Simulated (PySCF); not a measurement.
A search over the determinants of LiBi

Unrestricted PBE0; PySCF, scalar-relativistic core potentials, basis sets Li def2-SVP, Bi def2-SVP with ECP60. Outer shells of the fragments: Li 2s1; Bi 5d10 6s2 6p3.

Followed along the bond (rough minima from three points):

```tsv
2Ms+1	unpaired	⟨S²⟩ at the start	R at minimum (Å)	Te (eV)
3	π ↑↑	2.01	2.69	0.00
1	π ↑↓	1.00	2.68	0.31
1	none	0.00	2.67	1.14
3	σ ↑, π ↑	2.00	none in the scan	≤ 0.89
1	σ ↓, π ↑	1.01	none in the scan	≤ 1.20
```

Solutions found at the starting distance of 2.745 Å, counted from the lowest of them; the search is not exhaustive and high or unbound solutions are not listed, so other states can lie among these:

```
2Ms+1    unpaired   term  E (eV)  ⟨S²⟩  ⟨Lz²⟩  μ (D)
    3        π ↑↑    ³Σ⁻    0.00  2.01   0.00  -6.12
    1        π ↑↓  mixed    0.31  1.00   2.01  -6.16
    3    σ ↑, π ↑     ³Π    0.95  2.00   1.01  -6.67
    1        none  mixed    1.14  0.00   2.00  -5.96
    1    σ ↓, π ↑  mixed    1.24  1.01   1.01  -6.60
    5  σ ↑↑, π ↑↑    ⁵Σ⁻    1.84  6.00   0.00   4.23
    3  σ ↑↑, π ↑↓  mixed    2.52  3.01   2.01   4.31
    1  σ ↓↓, π ↑↑  mixed    2.54  2.01   0.00   4.36
    3    σ ↑, π ↑     ³Π    2.80  2.00   1.00   4.72
    1    σ ↓, π ↑  mixed    2.83  1.00   1.00   4.78
    5  σ ↑, π ↑↑↑     ⁵Π    3.32  6.00   1.00   1.13
    3        σ ↑↑  mixed    3.43  2.00   2.00   4.39
    3        π ↑↑  mixed    4.45  2.00   2.00   1.51
    5  σ ↑↑, π ↑↑  mixed    8.41  6.00   2.00  10.88
```

A term symbol is given only where ⟨S²⟩ and ⟨Lz²⟩ are close to those of a pure state; real π, δ and φ orbitals otherwise mix terms. A positive dipole means Li(−)Bi(+).

Spin–orbit coupling is left out, which matters for elements this heavy, above all for dissociation energies. Counting both spins, an empty level lies below a filled one in some of these solutions, because spin and occupation are held.
